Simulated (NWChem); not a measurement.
System: PbSiH3I, singlet; SMILES [SiH3][Pb][I]

Results from NWChem. Low-valent species are run as closed-shell singlets; no triplet was tried in these runs. Coordinates come from a PBE0/def2-SVP optimisation. Not confirmed as a minimum by frequencies. def2 effective core potentials on I, Pb; no spin-orbit coupling. Ions are spin-unrestricted doublets at the neutral geometry; other ion states weren't tried.

Task: Predict the results for PBE/def2-SVP. Quantities: vertical ionisation energy, ΔSCF (eV); −ε(HOMO) (eV).

Result: 
```
Quantity                               Result
-------------------------------------  ------
vertical ionisation energy, ΔSCF (eV)    7.94
−ε(HOMO) (eV)                            5.40
```
